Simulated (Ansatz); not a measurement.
`OC[AsH2]` and `OCS` differ in one atom or group.

Ansatz, PBE0-D4/def2-TZVP geometries, multiplicity 1. Each molecule was computed in one conformer, which needn't be the lowest.

Scalar relativity is left out up to krypton.

| property | `OC[AsH2]` |
| --- | --- |
| HOMO energy (PBE0/def2-TZVPP) / eV | -7.10 |
| zero-point energy (PBE0-D4/def2-TZVP) / kJ/mol | 151.8 |
| HOMO–LUMO gap (ωB97M-V/def2-TZVPP) / eV | 11.06 |
| HOMO energy (PBE/def2-TZVPP) / eV | -5.86 |
| LUMO energy (ωB97M-V/def2-TZVPP) / eV | 1.77 |
| HOMO–LUMO gap (B3LYP/def2-TZVPP) / eV | 6.74 |

Question: Give the same properties after the change, and the shifts. (An estimate is asked.)

Answer: Ansatz gave: 
```csv
property,`OCS`,shift
HOMO energy (PBE0/def2-TZVPP) / eV,-7.10,0.00
zero-point energy (PBE0-D4/def2-TZVP) / kJ/mol,134.6,-17.2
HOMO–LUMO gap (ωB97M-V/def2-TZVPP) / eV,11.47,0.41
HOMO energy (PBE/def2-TZVPP) / eV,-5.84,0.02
LUMO energy (ωB97M-V/def2-TZVPP) / eV,2.12,0.35
HOMO–LUMO gap (B3LYP/def2-TZVPP) / eV,7.01,0.27
```

The zero-point energy changes by -17.2 kJ/mol with -3 modes.

B3LYP here is the variant with VWN-RPA as its local correlation; programs differ in this.
